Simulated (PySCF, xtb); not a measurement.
B(All)(H)2 (C₃H₇B), SMILES BCC=C.

GFN2-xTB in xtb at its own geometry gives an orbital gap of 3.57 eV and a dipole moment of 0.70 D.

Geometry optimised at PBE0-D3(BJ)/def2-SVP. The structure was generated by enumeration, and PubChem lists no compound with its InChIKey, so it may never have been made. Other conformers were not sampled.

Question: What does PBE/def2-TZVP run with PySCF give? (The exact figures need the calculation; the answer reports its results.)

Answer: gap 3.79 eV (levels -6.14 and -2.35 eV), dipole 0.57 D.
